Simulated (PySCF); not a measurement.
BF₂HSe. Atoms are numbered in the order given.

```xyz
5

B     -0.0032     0.9629     0.0000
F      1.1306     1.6328     0.0000
F     -1.1326     1.6414     0.0000
Se     0.0428    -0.9762     0.0000
H     -1.4218    -1.0922     0.0000
```

The structure is a stationary point at PBE0-D3(BJ)/def2-SVP. One conformer was computed; it need not be the lowest.

Method: KT2/pcSseg-2 (PySCF).

GIAO shieldings, no solvent; atoms listed in one row are averaged. δ = σ(ref) − σ: ¹¹B against BF3 (σ = 89.2 ppm); ¹⁹F against CFCl3 (σ = 125.1 ppm); ⁷⁷Se against Me2Se (σ = 1704.9 ppm); ¹H against TMS (σ = 31.47 ppm), references at their B3LYP-D3(BJ)/def2-TZVP geometries, non-relativistic.

Estimate the chemical shifts. (An estimate is asked for; the answer gives what the named calculation found.)


| nucleus | atoms | count | δ (ppm) |
|---|---|---|---|
| ¹¹B | B1 | 1 | 20.9 |
| ¹⁹F | F3 | 1 | -86.8 |
| ¹⁹F | F2 | 1 | -97.2 |
| ⁷⁷Se | Se4 | 1 | -352.9 |
| ¹H | H5 | 1 | 1.82 |
